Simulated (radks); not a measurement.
Fractional charge and spin in the 6s shell of neodymium: the spin-up occupation runs from 0 to 1 and the spin-down occupation from 0 to 1; the fullest corner is Nd, [Xe] 4f(up 2, down 2) 6s(up 1, down 1). All-electron calculation, scalar-relativistic Kohn-Sham, PBEsol, spin-polarised, spherical densities, finite nucleus; Fermi nuclear charge, rms radius of each element as measured or else 0.836 A^(1/3) + 0.57 fm. Program: a radial shooting solver on a logarithmic mesh with Libxc functionals. Energy (eV) above the fullest corner. The planes named below are the two flat planes that join the four corners, with an edge along up + down = one added electron.

down \ up,0,0.25,0.5,0.75,1
0,16.507,13.339,10.468,7.890,5.605
0.25,13.339,10.529,8.004,5.763,3.808
0.5,10.468,8.004,5.817,3.907,2.277
0.75,7.890,5.763,3.907,2.323,1.008
1,5.605,3.808,2.277,1.008,0.000

Corners above the fullest one (they belong to Nd+ and the next ion): (up 1, down 0) 5.605 eV, (up 0, down 1) 5.605 eV, (up 0, down 0) 16.507 eV. With half an added electron in each spin the energy lies 0.212 eV from the planes, and with half an added electron in spin up alone -0.587 eV. The planes are only a guide here: the flat-plane condition holds for ground states with one frontier orbital, while this shell lies below other occupied shells, so the corners above the fullest one are inner-hole states and not the ground states of those ions.
